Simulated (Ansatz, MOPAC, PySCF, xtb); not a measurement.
Dimer: HF (SMILES F) (first 2 atoms) with HI (SMILES I); geometry from B3LYP-D3(BJ)/def2-TZVP, rigid monomers moved along the line of their centres of mass till F1···H4 is 3.99 Å.
(charge 0, multiplicity 1):
| atom | x (Å) | y (Å) | z (Å) |
|---|---|---|---|
| F | 0.5518 | 0.6191 | -0.2611 |
| H | 0.2829 | -0.2134 | -0.5646 |
| I | -0.4560 | 0.0380 | 5.1626 |
| H | -0.0453 | 0.5592 | 3.6866 |

Interaction energies are E(AB) − E(A) − E(B) at the monomers' geometry in the complex; basis-set methods are counterpoise corrected. Rows marked so take none.

Correlated levels freeze the cores. Filled d and f shells under p-block atoms count as core. CBS(a, b) extrapolates the correlation energy as X⁻³ and adds the Hartree–Fock energy of set b. Rows in 3-21G carry no dispersion term and start afresh at each structure; the Pople sets are all-electron and without relativity. The state reached by AM1 isn't checked.

Codes used: Ansatz (a first-principles code); MOPAC for AM1 (differences of heats of formation); PySCF for 3-21G rows, the dispersion terms; xtb for the GFN methods. Each number belongs to the level named beside it. In def2 rows elements past Kr take small-core potentials, without spin–orbit coupling.

| level | interaction energy (meV) |
|---|---|
| AM1 | -11.1 |
| GFN1-xTB | -8.4 |
| HF/3-21G (no counterpoise) | -13.8 |
| PBE-D3(BJ)/def2-TZVPPD | -18.0 |
| B3LYP-D4/def2-TZVPPD | -15.1 |
| MP2/def2-TZVPPD | ? |
| MP2/CBS(def2-TZVPPD, def2-QZVPPD) | ? |
| SCS-MP2/def2-SVPD | -16.2 |
| CCSD/def2-QZVPPD | -16.2 |

Q: Fill in the missing entries.

A: 
- MP2/def2-TZVPPD, interaction energy (meV): -16.8
- MP2/CBS(def2-TZVPPD, def2-QZVPPD), interaction energy (meV): -17.5
